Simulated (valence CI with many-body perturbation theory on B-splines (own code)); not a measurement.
E1 line list for Cs5+

Level of theory: valence CI with perturbative core correlation (CI+MBPT): four valence electrons over a frozen Dirac-Fock core [Kr] 4d10, radial functions for each j: 11 s, 11 p, 10 d, 8 f, 5 g, 2 h, with the one-electron correlation potential Σ1, the two-electron term Σ2, the three-electron term Σ3, Breit, model QED; selected CI, second order for the rest, scaled by the run's own slope (own B-spline code, finite nucleus).

Set against measurement, 29 paired levels are off by 360 cm⁻¹ on average, the worst by 760. These come from a selection out of Sansonetti, J. Phys. Chem. Ref. Data 38, 761 (2009). Levels without a partner in it may be off by more, other configurations by several thousand cm⁻¹. Among the levels kept, up to 480 cm⁻¹ of a level comes from second order outside the variational space, and about a tenth of that is noise between levels of different J, which matters for small intervals.

Lines 251 to 300 of 553 in falling wavelength, among levels below 359520 cm⁻¹, chosen from the strongest by gf and those to the six lowest levels. Wavelengths and rates use the calculated energies, so an error of 400 cm⁻¹ moves a line at 64.90 nm by 0.26 % and its rate by three times that or more. Electric multipoles are in the length gauge, E1 and E2 with the static RPA response of the core. Weak lines are less certain than strong ones. Lines between different terms over intervals too small for the method are left out, as are lines whose strength nearly cancels. Where a level lies close to another of its J and parity, the split of strength between their lines is uncertain. The highest levels of a list are the least certain.

Names give the largest LS component (configuration and term), which can be under half, so a name can repeat, a term be missing and a line seem to break the LS rules; names also repeat where a configuration has a term twice. Letters in brackets count levels of one name in rising energy.

| λ vac (nm) | λ from measured levels | Upper | Lower | A (s⁻¹) | log gf | Branch % |
| --- | --- | --- | --- | --- | --- | --- |
| 64.94 |  | 5s²5p6p ³D_2 | 5s5p³ ³D°_3 | 5.90e+08 | -0.73 | 16.1 |
| 64.92 |  | 5s²5p6d ³F°_2 | 4f5s²5p ³D_1 | 8.69e+08 | -0.56 | 21.5 |
| 64.90 |  | 4f5s5p² ³F°_2 [d] | 4f5s²5p ³G_3 [b] | 7.28e+09 | 0.36 | 73.6 |
| 64.90 | 64.85 | 5s5p³ ³P°_1 | 5s²5p² ³P_0 | 4.88e+08 | -1.03 | 25.1 |
| 64.84 |  | 4f5s5p² ³G°_3 [d] | 4f5s²5p ³G_3 [a] | 2.82e+09 | 0.09 | 34.6 |
| 64.75 |  | 5s5p²6s ⁵P_2 | 5s²5p5d ³D°_1 | 3.99e+08 | -0.90 | 5.3 |
| 64.74 |  | 4f5s5p² ¹G°_4 [b] | 4f5s²5p ³G_5 | 2.07e+09 | 0.07 | 22.2 |
| 64.68 |  | 4f5s5p² ³F°_3 [b] | 4f5s²5p ³G_3 [b] | 2.87e+08 | -0.90 | 3.9 |
| 64.61 |  | 4f5s5p² ¹F°_3 [c] | 4f5s²5p ³D_3 | 5.12e+08 | -0.65 | 8.0 |
| 64.41 |  | 5s²5p6d ³D°_1 | 4f5s²5p ³D_1 | 5.48e+08 | -0.99 | 11.5 |
| 64.38 |  | 4f5s5p² ³F°_3 [c] | 4f5s²5p ³F_4 | 2.69e+09 | 0.07 | 26.0 |
| 64.37 |  | 5s²5p5f ³F_2 | 5s²5p5d ³D°_1 | 3.48e+09 | 0.03 | 15.3 |
| 64.36 |  | 5s5p²5d ³P_2 [a] | 5s5p³ ³P°_1 | 5.25e+08 | -0.79 | 3.3 |
| 64.29 |  | 5s²5p5f ³D_3 | 5s²5p5d ³F°_4 | 3.06e+08 | -0.88 | 1.7 |
| 64.16 |  | 4f5s5p² ³F°_2 [c] | 4f5s²5p ³G_3 [a] | 5.39e+09 | 0.22 | 67.7 |
| 63.99 |  | 4f5s5p² ³F°_4 [c] | 4f5s²5p ³G_5 | 4.82e+09 | 0.43 | 39.9 |
| 63.88 | 63.88 | 5s5p³ ¹D°_2 | 5s²5p² ³P_1 | 8.92e+07 | -1.56 | 7.8 |
| 63.87 |  | 5s²5p5f ³D_3 | 5s²5p5d ³P°_2 [a] | 8.42e+09 | 0.56 | 45.4 |
| 63.80 |  | 5s5p²5d ³F_4 [c] | 5s²5p5d ³F°_4 | 2.12e+09 | 0.07 | 18.5 |
| 63.60 |  | 4f5s5p² ³F°_3 [c] | 4f5s²5p ³G_3 [b] | 3.54e+09 | 0.18 | 34.2 |
| 63.52 |  | 5s5p²5d ³F_2 [c] | 5s²5p5d ³F°_2 | 7.47e+08 | -0.65 | 4.4 |
| 63.48 |  | 5s²5p6d ³D°_1 | 4f5s²5p ³D_2 | 1.04e+09 | -0.72 | 21.9 |
| 63.45 |  | 5s²5p5f ³F_2 | 5s²5p5d ³P°_2 [a] | 3.19e+09 | -0.02 | 14.1 |
| 63.33 |  | 4f5s5p² ³F°_4 [c] | 4f5s²5p ³F_4 | 6.52e+08 | -0.45 | 5.4 |
| 63.30 |  | 5s²5p6d ³F°_3 | 4f5s²5p ³D_2 | 4.74e+08 | -0.70 | 9.3 |
| 63.29 |  | 4f5s5p² ¹G°_4 [b] | 4f5s²5p ³G_3 [b] | 1.04e+09 | -0.25 | 11.2 |
| 63.18 |  | 5p⁴ ³P_2 | 5s5p³ ⁵S°_2 | 6.84e+07 | -1.69 | 2.9 |
| 63.11 |  | 5s²5p6p ³P_1 [a] | 5s5p³ ³D°_2 | 1.28e+09 | -0.64 | 34.0 |
| 63.00 | 63.28 | 5s5p³ ³S°_1 | 5s²5p² ³P_2 | 9.52e+09 | 0.23 | 58.6 |
| 62.97 |  | 5s5p²5d ³D_3 [d] | 5s²5p5d ³F°_4 | 1.89e+09 | -0.11 | 11.6 |
| 62.97 |  | 5s5p²5d ³P_2 [b] | 5s²5p5d ³F°_2 | 3.65e+08 | -0.97 | 2.3 |
| 62.86 |  | 5s5p²5d ³D_2 [c] | 5s²5p5d ³F°_3 | 6.11e+09 | 0.26 | 47.5 |
| 62.85 |  | 5s²5p6d ³P°_2 | 4f5s²5p ³D_3 | 9.09e+08 | -0.57 | 22.0 |
| 62.84 |  | 4f5s5p² ¹F°_3 [c] | 4f5s²5p ³F_4 | 5.11e+08 | -0.67 | 8.0 |
| 62.77 |  | 4f5s5p² ³F°_2 [e] | 4f5s²5p ³G_3 [b] | 1.22e+09 | -0.44 | 13.8 |
| 62.72 |  | 5s²5p6d ³F°_3 | 4f5s²5p ³D_3 | 3.62e+08 | -0.83 | 7.1 |
| 62.63 |  | 5s²5p5f ³F_4 | 5s²5p5d ³F°_3 | 3.29e+09 | 0.24 | 54.6 |
| 62.57 |  | 4f5s5p² ³F°_4 [c] | 4f5s²5p ³G_3 [b] | 7.69e+08 | -0.39 | 6.4 |
| 62.55 |  | 5s5p²5d ³F_3 [b] | 5s5p³ ¹D°_2 | 4.43e+08 | -0.74 | 3.3 |
| 62.53 | 62.74 | 5s5p³ ¹P°_1 | 5s²5p² ¹D_2 | 6.46e+09 | 0.06 | 52.8 |
| 62.26 |  | 5s5p²5d ³P_1 [b] | 5s5p³ ³S°_1 | 6.26e+08 | -0.96 | 4.5 |
| 62.23 |  | 5s²5p5f ³F_2 | 5s5p³ ¹P°_1 | 2.27e+09 | -0.18 | 10.0 |
| 61.66 |  | 5s5p²5d ³D_3 [c] | 5s²5p5d ³F°_2 | 4.31e+08 | -0.76 | 4.3 |
| 61.64 |  | 5s²5p5f ³G_3 | 5s²5p5d ³F°_3 | 4.73e+08 | -0.72 | 3.2 |
| 61.44 |  | 5s5p²5d ³P_1 [a] | 5s5p³ ³P°_2 | 2.70e+09 | -0.34 | 16.3 |
| 61.34 | 61.53 | 5s²5p5d ³P°_2 [a] | 5s²5p² ¹D_2 | 1.27e+09 | -0.44 | 6.5 |
| 61.10 |  | 5s5p²5d ³S_1 [a] | 5s²5p5d ³F°_2 | 2.75e+09 | -0.34 | 16.5 |
| 61.05 |  | 5s²5p6d ³F°_3 | 4f5s²5p ³F_4 | 2.59e+08 | -0.99 | 5.1 |
| 60.94 |  | 4f5s5p² ³G°_5 [c] | 4f5s²5p ³G_4 | 3.04e+09 | 0.27 | 28.9 |
| 60.90 | 61.17 | 5s5p³ ³S°_1 | 5s²5p² ³P_1 | 4.14e+09 | -0.16 | 25.5 |
